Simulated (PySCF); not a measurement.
Molecule: C₄H₅S, net charge -1, singlet state. It need not be the lowest isomer of its formula. Whether it binds its extra electron was not tested at this geometry. 
Coordinates optimised at B3LYP-D3(BJ)/def2-TZVP (Ansatz):
```
C
C 1 1.3844
H 1 1.0858 2 123.25
H 2 1.0894 1 121.30 3 17.60
C 2 1.3959 4 119.87 1 -179.96
H 5 1.0846 2 122.86 4 32.73
C 1 1.5105 3 119.75 2 -151.35
H 7 1.0956 1 115.28 3 -62.89
H 7 1.1103 8 106.92 1 -127.09
S 5 1.8207 6 115.11 2 -133.11
```
Charge -1, spin multiplicity 1.

Dispersion corrections to the total energy (kcal/mol) from the dftd3 and dftd4 libraries through PySCF: D3(BJ) without and D4 with the three-body term, each with the damping fitted for the functional named.

```json
[
 {"functional": "PBE", "D3(BJ)": "-5.83", "D4": "?"},
 {"functional": "TPSSh", "D3(BJ)": "-6.74", "D4": "?"},
 {"functional": "B3LYP", "D3(BJ)": "-10.34", "D4": "-10.82"},
 {"functional": "r2SCAN", "D3(BJ)": "-1.56", "D4": "-1.59"},
 {"functional": "B2GP-PLYP", "D3(BJ)": "-3.90", "D4": "-2.76"},
 {"functional": "revPBE", "D3(BJ)": "-14.99", "D4": "-22.31"},
 {"functional": "BLYP", "D3(BJ)": "?", "D4": "-15.12"}
]
```

Question: Fill in the missing entries.

Answer: 
- PBE, D4: -6.68
- TPSSh, D4: -8.19
- BLYP, D3(BJ): -12.67
